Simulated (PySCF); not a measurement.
BeF: frontier orbitals

PBE0 at R = 1.373 Å; PySCF, no relativity, basis sets Be def2-TZVP, F def2-TZVP. State: ²Σ⁺ (doublet), unpaired electrons σ ↑. Only the outer orbitals are listed, counted within each symmetry.

```csv
spin,orbital,occ.,ε (eV),on Be (%),main shells (%)
α,3σ,1,-32.45,10,89 F s
α,4σ,1,-13.28,13,83 F p
α,1π,1,-11.89,8,92 F p
α,1π,1,-11.89,8,92 F p
α,5σ,1,-6.47,99,"73 Be s, 26 Be p"
α,2π,0,-0.60,98,96 Be p
α,2π,0,-0.60,98,96 Be p
α,6σ,0,0.91,101,"86 Be s, 14 Be p"
β,3σ,1,-32.44,10,89 F s
β,4σ,1,-13.20,13,84 F p
β,1π,1,-11.90,7,93 F p
β,1π,1,-11.90,7,93 F p
β,5σ,0,-2.09,97,"82 Be s, 14 Be p"
β,2π,0,0.78,100,100 Be p
β,2π,0,0.78,100,100 Be p
```

Which are the highest filled and the lowest empty level, where do they sit, and how wide is the gap?

Highest filled α 5σ at -6.47 eV (in %: 73 Be s, 26 Be p); lowest empty β 5σ at -2.09 eV (in %: 82 Be s, 14 Be p); the gap at PBE0 is 4.38 eV.

```json
{
  "bond order (Mayer)": "1.25",
  "⟨S²⟩": "0.751",
  "charge on Be (Mulliken, basis-dependent)": "0.26",
  "charge on Be (Löwdin, basis-dependent)": "0.14",
  "dipole moment (positive dipole means Be(−)F(+))": "-1.19 D",
  "polarisability along the bond": "19.6 bohr³",
  "polarisability across the bond": "28.9 bohr³"
}
```

Shares are Mulliken populations and can fall outside 0 to 100 %.

The state is the lowest determinant that a PBE0 search found; another state may lie lower at other levels.
